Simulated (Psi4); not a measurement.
C2H5S, doublet, geometry from GFN2-xTB; M06/def2-SV(P) in Psi4.

Psi4 was given this input:
```
memory 2 GB

molecule mol {
0 2
  C     1.411992    0.003199   -0.335534
  S    -0.012534   -0.279915    0.552163
  C    -1.256345    0.399249   -0.588615
  H     2.315920   -0.359744    0.109189
  H     1.446097    0.845052   -0.998910
  H    -1.063845    1.457160   -0.740541
  H    -1.203270   -0.136655   -1.531408
  H    -2.228242    0.258143   -0.128046
}

set basis def2-sv(p)
set reference uks

energy('m06')
print_variables()
```

It wrote (shortened):

```
   => Loading Basis Set <=

    Name: DEF2-SV(P)
    Role: ORBITAL
    Keyword: BASIS

         ---------------------------------------------------------
                                   SCF
               by Justin Turney, Rob Parrish, Andy Simmonett
                          and Daniel G. A. Smith
                              UKS Reference
         ---------------------------------------------------------

  ==> Geometry <==

    Molecular point group: c1
    Full point group: C1

    Geometry (in Angstrom), charge = 0, multiplicity = 2:

       Center              X                  Y                   Z               Mass
    ------------   -----------------  -----------------  -----------------  -----------------
         C            1.400060621917     0.036635154396    -0.388779122162    12.000000000000
         S           -0.024465378083    -0.246478845604     0.498917877838    31.972071174400
         C           -1.268276378083     0.432685154396    -0.641860122162    12.000000000000
         H            2.303988621917    -0.326307845604     0.055943877838     1.007825032230
         H            1.434165621917     0.878488154396    -1.052155122162     1.007825032230
         H           -1.075776378083     1.490596154396    -0.793786122162     1.007825032230
         H           -1.215201378083    -0.103218845604    -1.584653122162     1.007825032230
         H           -2.240173378083     0.291579154396    -0.181291122162     1.007825032230

  Running in c1 symmetry.

  Rotational constants: A =      0.68823  B =      0.27303  C =      0.20399 [cm^-1]
  Rotational constants: A =  20632.50041  B =   8185.28262  C =   6115.44611 [MHz]
  Nuclear repulsion =  104.340118460557235

  Charge       = 0
  Multiplicity = 2
  Electrons    = 33
  Nalpha       = 17
  Nbeta        = 16

  ==> Algorithm <==

  SCF Algorithm Type is DF.
  DIIS enabled.
  MOM disabled.
  Fractional occupation disabled.
  Guess Type is SAD.
  Energy threshold   = 1.00e-06
  Density threshold  = 1.00e-06
  Integral threshold = 1.00e-12

  ==> Primary Basis <==

  Basis Set: DEF2-SV(P)
    Blend: DEF2-SV(P)
    Number of shells: 30
    Number of basis functions: 56
    Number of Cartesian functions: 59
    Spherical Harmonics?: true
    Max angular momentum: 2

  ==> DFT Potential <==

   => LibXC <=

    Version 7.1.2
    S. Lehtola, C. Steigemann, M. J. T. Oliveira, and M. A. L. Marques,  SoftwareX 7, 1–5 (2018) (10.1016/j.softx.2017.11.002)

[...]
      Ntotal   =   33.0000006945 ; deviation = 6.945e-07

   @Spin Contamination Metric:   4.105630767E-03
   @S^2 Expected:                7.500000000E-01
   @S^2 Observed:                7.541056308E-01
   @S   Expected:                5.000000000E-01
   @S   Observed:                5.000000000E-01

    Orbital Energies [Eh]
    ---------------------

    Alpha Occupied:

[...]
    Alpha Virtual:

[...]
    Beta Occupied:

[...]
      16A     -0.273099

    Beta Virtual:

[...]
      56A      2.208130

    Final Occupation by Irrep:
              A
    DOCC [    16 ]
    SOCC [     1 ]
    NA   [    17 ]
    NB   [    16 ]

  @DF-UKS Final Energy:  -477.06628712732322

   => Energetics <=

    Nuclear Repulsion Energy =            104.3401184605572354
    One-Electron Energy =                -862.1229118313042363
    Two-Electron Energy =                 308.9883482616579613
    DFT Exchange-Correlation Energy =     -28.2718420182342278
    Empirical Dispersion Energy =           0.0000000000000000
    VV10 Nonlocal Energy =                  0.0000000000000000
    Total Energy =                       -477.0662871273232213

  UHF NO Occupations:
  HONO-2 :   15  A 1.9995051
  HONO-1 :   16  A 1.9990277
  HONO-0 :   17  A 1.0000000
  LUNO+0 :   18  A 0.0009723
  LUNO+1 :   19  A 0.0004949
  LUNO+2 :   20  A 0.0003426
  LUNO+3 :   21  A 0.0001967

Computation Completed

Properties will be evaluated at   0.000000,   0.000000,   0.000000 [a0]

Properties computed using the SCF density matrix

 Multipole Moments:

 ------------------------------------------------------------------------------------
     Multipole            Electronic (a.u.)      Nuclear  (a.u.)        Total (a.u.)
 ------------------------------------------------------------------------------------

 L = 1.  Multiply by 2.5417464519 to convert [e a0] to [Debye]
 Dipole X            :          0.4435600           -0.7440560           -0.3004960
 Dipole Y            :         -1.7663766            2.0851183            0.3187417
 Dipole Z            :          3.0679927           -3.3204208           -0.2524281
 Magnitude           :                                                    0.5055829

 ------------------------------------------------------------------------------------

  Variable Map:
  ----------------------------------------------------------------------------
[...]
  Array Variable Map:
  ----------------------------------------------------------------------------
[...]
[...]
```
